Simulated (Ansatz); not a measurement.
`C[N](C)[Hf]([F])([Cl])[Cl]` + NH₃ → `[NH2][Hf]([F])([Cl])[Cl]` + dimethylamine at 600 K and 1 bar (ligand exchange at the Hf–N bond).

Calculated with Ansatz (gas phase, PBE0-D4/def2-TZVP geometries, no zero-point term in ΔE). CCSD(T)/CBS adds triple-zeta CCSD(T) − MP2 to the extrapolated MP2 energy (def2 sets, frozen cores). This one scheme is used for every species. Elements past krypton have def2 core potentials. For Hf outer-core shells are correlated without core-valence functions, which leaves a few kJ/mol of doubt a bond. One conformer a species, not always the lowest.

```tsv
species	CCSD(T)/CBS energy (Eh)	H − E (kJ/mol)	S (J/(mol·K))
`C[N](C)[Hf]([F])([Cl])[Cl]`	-1201.94185	310.4	576.3
NH₃	-56.50880	112.4	219.5
`[NH2][Hf]([F])([Cl])[Cl]`	-1123.44141	136.8	478.1
`CNC`	-135.00321	284.6	333.5
```

H − E and S are ideal-gas, rigid-rotor, harmonic terms from PBE0-D4/def2-TZVP, for one conformer and one mirror image of each species. 1 Eh = 2625.50 kJ/mol, R = 8.31446 J/(mol·K).

By hand: ΔE, ΔH, ΔS and ΔG.

ΔE = (-1123.44141) + (-135.00321) − (-1201.94185) − (-56.50880) = 0.00603 Eh = 15.8 kJ/mol. Δ(H − E) = 136.8 + 284.6 − 310.4 − 112.4 = -1.4, so ΔH = 14.4 kJ/mol. ΔS = 478.1 + 333.5 − 576.3 − 219.5 = 15.8 J/(mol·K). ΔG = 14.4 − 600 × (15.8)/1000 = 4.9 kJ/mol.

By hand: the equilibrium constant, and the temperature at which ΔG would vanish if ΔH and ΔS stayed fixed.

log₁₀ K = −ΔG/(RT ln 10) = -0.4. ΔG = 0 at ΔH/ΔS = 911 K, though so small a ΔS makes that figure unsure.

TΔS isn't small against ΔH here. The sign of ΔG lies within the doubt. A doubt of 5 kJ/mol in ΔE shifts log₁₀ K by 0.4 here. Other conformers and mirror images would add mixing entropy, several J/(mol·K) or more a flexible species. Modes under 60 cm⁻¹, often nearly free rotors, make the harmonic entropy too high. These are equilibria of isolated gas molecules and say nothing of rates. Largest T1 diagnostic: 0.014 (customary marks: 0.02 for closed shells, 0.045 for open ones).
